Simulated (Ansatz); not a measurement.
Reaction (atomization): `C=[N][GeH3]` → C• + Ge• + 5 H• + N•

Isolated molecules relaxed with PBE0-D4/def2-TZVP in Ansatz; ΔE leaves out vibrations. CCSD(T)/CBS is the MP2 limit (def2-TZVPP, def2-QZVPP) plus CCSD(T) − MP2 in def2-TZVPP, frozen cores. This one scheme is used for every species, atoms too. Functionals use def2-TZVPP. HSE06 is defined as in plane-wave codes. Open shells (•) are unrestricted, without spin–orbit coupling. Spin–orbit coupling would lower the free atoms: a little for C; clearly for Ge. Bonds to Ge are less sure, by a few kJ/mol each and by 10 to 20 or more in all where they break to atoms, as the def2 sets lack core-valence functions. Scalar relativity is left out up to krypton.

```csv
species,HSE06 energy (Eh)
`C=[N][GeH3]`,-2172.48542
C•,-37.80300
Ge•,-2076.65605
H•,-0.50075
N•,-54.54099
```

(1) Work out ΔE.

Largest T1 diagnostic among the species: 0.013.

Results:

(1) ΔE = 5 × (-0.50075) + (-37.80300) + (-2076.65605) + (-54.54099) − (-2172.48542) = 0.98163 Eh = +26.71 eV. CCSD(T)/CBS gives +26.99 eV.

Leaving LDA and LC-ωPBE aside and taking each functional with its dispersion term where it has one, the values, not all of them listed here, spread over 1.20 eV, from BHLYP-D4 to PBE-D4. LDA lies +3.57 eV from PBE without D4, its usual overbinding. From PBE to PBE0 (25 % exact exchange), in def2-TZVPP and without D4, ΔE moves by −0.54 eV: exact exchange takes away binding that semilocal exchange gives to molecules. At CCSD(T), def2-SVP lies −1.66 eV from the extrapolated value and def2-TZVPP −0.64 eV: correlation converges slowly with the basis, and small sets miss more of it in the bonded molecule than in its fragments.

For atomizations the MP2-based limit and the directly extrapolated one differ by several kJ/mol either way, and by 10 to 25 for some Ge, Se and Sn compounds, so smaller differences from it don't rank the levels.
